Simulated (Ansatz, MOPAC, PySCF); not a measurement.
Lewis adduct: BH3 (SMILES B) (first 4 atoms) with H2S (SMILES S); geometry from B3LYP-D3(BJ)/def2-TZVP, rigid monomers moved along the line of their centres of mass till B1···S5 is 1.83 Å.
(charge 0, multiplicity 1):
```xyz
7

B     -0.4494    -0.3252     0.6695
H      0.4057    -0.8871     0.0385
H     -1.2478    -1.0569     1.1911
H     -0.8794     0.6904     0.2021
S      0.5216     0.1681     2.1351
H     -0.3070     1.0107     2.7801
H      1.2857     1.1741     1.6700
```

Counterpoise-corrected where a basis set is named; no monomer relaxation. Rows marked so take none.

Frozen-core correlation. CBS: X⁻³ extrapolation of the correlation energy, Hartree–Fock from the larger set. Rows in 3-21G, 6-311+G**, 6-31G* carry no dispersion term and start afresh at each structure (6-31G* with six Cartesian d functions). MP2/6-31G* freezes PySCF's default core. The state that AM1, PM6, PM7 reach isn't checked; PM7 holds dispersion and hydrogen-bond terms.

The values were computed with Ansatz (Gaussian orbitals); MOPAC for AM1, PM6, PM7 (differences of heats of formation); PySCF for 3-21G rows, 6-311+G** rows, 6-31G* rows, the dispersion terms. Values without a source in brackets are computed.

Other levels give for the interaction energy: PBE/def2-TZVPPD -24.90; B3LYP/def2-TZVPPD -16.51; B3LYP-D3(BJ)/def2-TZVPPD -19.05; wB97M-V/def2-TZVPPD -19.69; CCSD(T)/CBS(aug-cc-pV(D+d)Z, aug-cc-pV(T+d)Z) -17.98 kcal/mol.

Q: What do these common cheap choices give for the same quantity: AM1, PM6, PM7, HF/6-31G* (no counterpoise), B3LYP/3-21G (no counterpoise), B3LYP/6-311+G** (no counterpoise), M06-2X/6-31G* (no counterpoise), MP2/6-31G* (no counterpoise)?

A: AM1 -34.11; PM6 -41.13; PM7 -19.63; HF/6-31G* (no counterpoise) -1.54; B3LYP/3-21G (no counterpoise) -9.10; B3LYP/6-311+G** (no counterpoise) -13.94; M06-2X/6-31G* (no counterpoise) -17.20; MP2/6-31G* (no counterpoise) -16.52 kcal/mol. They span -41.13 to -1.54 kcal/mol.

Ansatz is a quantum-chemistry and plane-wave program.
